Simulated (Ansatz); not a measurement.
One change: `[Li][O]C(C)(C)C` becomes `CC(C)(C)Cl`.

Ansatz, PBE0-D4/def2-TZVP geometries, multiplicity 1. 

```json
{"property": "size of the dipole moment (B3LYP/def2-TZVPP) / D", "`[Li][O]C(C)(C)C`": "5.40"}
{"property": "size of the dipole moment (ωB97M-V/def2-TZVPP) / D", "`[Li][O]C(C)(C)C`": "5.46"}
{"property": "HOMO–LUMO gap (ωB97M-V/def2-TZVPP) / eV", "`[Li][O]C(C)(C)C`": "7.78"}
{"property": "size of the dipole moment (PBE/def2-TZVPP) / D", "`[Li][O]C(C)(C)C`": "5.32"}
{"property": "LUMO energy (PBE/def2-TZVPP) / eV", "`[Li][O]C(C)(C)C`": "-1.53"}
{"property": "HOMO–LUMO gap (B3LYP/def2-TZVPP) / eV", "`[Li][O]C(C)(C)C`": "4.41"}
```

Question: What does the change do to each property? (Estimate.)

Answer: The calculation gave: 
```csv
property,`CC(C)(C)Cl`,shift
size of the dipole moment (B3LYP/def2-TZVPP) / D,2.16,-3.24
size of the dipole moment (ωB97M-V/def2-TZVPP) / D,2.16,-3.30
HOMO–LUMO gap (ωB97M-V/def2-TZVPP) / eV,12.97,5.19
size of the dipole moment (PBE/def2-TZVPP) / D,2.09,-3.23
LUMO energy (PBE/def2-TZVPP) / eV,-0.28,1.25
HOMO–LUMO gap (B3LYP/def2-TZVPP) / eV,8.50,4.09
```

With PBE0 the HOMO falls by 2.36 eV and the LUMO rises by 1.84 eV, so the gap widens by about 4.20 eV. PBE moves the HOMO by -2.32 eV and ωB97M-V by -2.27 eV. The zero-point energy changes by -8.0 kJ/mol with -3 modes. Dipoles are sizes alone; their direction can turn.

Positive LUMOs are unbound, so they and the gaps depend on the basis.

B3LYP here is the variant with VWN-RPA as its local correlation; programs differ in this.
